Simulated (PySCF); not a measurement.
**Radial density of Br⁺ (bromine, charge +1)**

UHF, [Ar] 3d10 4s1 4p4 4d1, one real determinant (an excited configuration). All numbers are calculated (PySCF 2.14, scalar relativity by spin-free X2C-1e, in x2c-TZVPPall with one added diffuse shell each of s, p, d type (7s6p5d1f, 57 functions)).

| r (bohr) | 4πr²ρ (e/bohr) | 4πr²(ρα − ρβ) |
| --- | --- | --- |
| 0.000643 | 0.2713 | 0.0002 |
| 0.00108 | 0.6658 | 0.0006 |
| 0.00182 | 1.629 | 0.0014 |
| 0.00306 | 3.876 | 0.0033 |
| 0.00515 | 8.708 | 0.0074 |
| 0.00866 | 17.85 | 0.0148 |
| 0.0146 | 31.38 | 0.0251 |
| 0.0245 | 42.53 | 0.0324 |
| 0.0412 | 40.38 | 0.0385 |
| 0.0693 | 35.98 | 0.0942 |
| 0.117 | 49.99 | 0.1660 |
| 0.196 | 39.73 | 0.0040 |
| 0.330 | 29.62 | 0.3215 |
| 0.555 | 31.33 | 0.1730 |
| 0.934 | 8.485 | 0.6719 |
| 1.57 | 3.908 | 2.3727 |
| 2.64 | 1.454 | 0.9173 |
| 4.44 | 0.1791 | 0.1475 |
| 7.47 | 0.003672 | 0.0037 |

Densities and radii are taken from the X2C orbitals without a picture-change correction, which distorts them close to the nucleus.

⟨L²⟩ = 8.02 against 12 for a pure F term, so this real determinant mixes terms. The outer electron is Rydberg-like, and this basis confines it to a smaller radius and binds it less than a complete one would.
